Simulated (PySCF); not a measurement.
# Correlation energy of Ga (gallium, neutral)

[Ar] 3d10 4s2 4p1, 2P determinant. Calculation: PySCF 2.14, in x2c-TZVPall; the spin-free X2C one-electron Hamiltonian (Gaussian nucleus). Frozen: [Ar] 3d10; 3 electrons correlated.

MP2 pair energies summed by pair of shells (mhartree):

```
 pair  energy  share (%)
4s-4s  -19.83       58.8
4s-4p  -13.89       41.2
```

Total MP2 correlation energy: -33.72 mhartree.

Same-spin part -2.47 and opposite-spin part -31.25 mhartree; SCS-MP2 scales them by 1/3 and 6/5 to -38.32 mhartree.

```json
{"level": "CCSD", "correlation energy (mhartree)": "-46.43"}
{"level": "(T)", "correlation energy (mhartree)": "-0.82"}
{"level": "CCSD(T)", "correlation energy (mhartree)": "-47.25"}
```

Diagnostics: T1 = 0.013, D1 = 0.0294, largest double amplitude 0.091.

Cost of the coupled-cluster step: 0.77 s of wall time on 1 thread of Neoverse-V1 (shared host), for 3 correlated electrons.

Iterations:

```
CC2 = 0
CCSD nocc = (np.int64(2), np.int64(1)), nmo = (34, 34)
frozen orbitals [[0, 1, 2, 3, 4, 5, 6, 7, 8, 9, 10, 11, 12, 13], [0, 1, 2, 3, 4, 5, 6, 7, 8, 9, 10, 11, 12, 13]]
max_cycle = 100
direct = 0
conv_tol = 1e-08
conv_tol_normt = 1e-06
diis_space = 8
diis_start_cycle = 0
Init t2, MP2 energy = -0.0337227557618908
Init E_corr(UCCSD) = -0.0337227557641101
cycle = 1  E_corr(UCCSD) = -0.0417710715207799  dE = -0.00804831576  norm(t1,t2) = 0.0510746
cycle = 2  E_corr(UCCSD) = -0.0444782794181412  dE = -0.0027072079  norm(t1,t2) = 0.021819
cycle = 3  E_corr(UCCSD) = -0.0464324007387072  dE = -0.00195412132  norm(t1,t2) = 0.0102943
cycle = 4  E_corr(UCCSD) = -0.0464182588432971  dE = 1.41418954e-05  norm(t1,t2) = 0.00143145
cycle = 5  E_corr(UCCSD) = -0.0464331432149794  dE = -1.48843717e-05  norm(t1,t2) = 0.000185932
cycle = 6  E_corr(UCCSD) = -0.0464283138663999  dE = 4.82934858e-06  norm(t1,t2) = 3.69237e-05
cycle = 7  E_corr(UCCSD) = -0.0464305498307657  dE = -2.23596437e-06  norm(t1,t2) = 1.04949e-05
cycle = 8  E_corr(UCCSD) = -0.0464299138151133  dE = 6.36015652e-07  norm(t1,t2) = 3.00352e-06
cycle = 9  E_corr(UCCSD) = -0.0464299636965866  dE = -4.98814733e-08  norm(t1,t2) = 4.46222e-07
cycle = 10  E_corr(UCCSD) = -0.04642997893992  dE = -1.52433334e-08  norm(t1,t2) = 1.1412e-07
cycle = 11  E_corr(UCCSD) = -0.0464299777705331  dE = 1.16938691e-09  norm(t1,t2) = 5.66425e-08
UCCSD converged
E(UCCSD) = -1942.215494209061  E_corr = -0.04642997777053311
UCCSD(T) correction = -0.00082406693529591
```
